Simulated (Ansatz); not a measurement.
CH$_{5}$FSiSn, SMILES `F[CH]1[SiH2][SnH2]1` at its PBE0-D4/def2-TZVP geometry, where that method's forces vanish. The species carries charge 0 and has multiplicity 1. Sn takes the def2 core potential.

```xyz
9

F     1.3872    0.0171    1.7400
C     0.2204    0.0977    1.0220
Si    0.0434    1.2304   -0.4788
Sn   -0.4170   -1.2163   -0.6524
H    -0.6368    0.1376    1.7010
H    -0.8373    2.4284   -0.4544
H     1.3566    1.5164   -1.1058
H    -1.8672   -2.0423   -0.3386
H     0.7507   -2.1690   -1.4331
```

(1) What forces (eV/Å) does r2SCAN-D4/def2-TZVPP give on these atoms in Ansatz? (Estimate.)

Results:

(1) Computed: 
```
F1   0.297 -0.020  0.188
C2  -0.260  0.090 -0.089
Si3  0.024  0.055 -0.032
Sn4 -0.049 -0.096 -0.098
H5  -0.007 -0.019  0.017
H6   0.006  0.002 -0.002
H7  -0.014 -0.003  0.009
H8   0.002 -0.008  0.008
H9   0.001  0.000  0.001
```
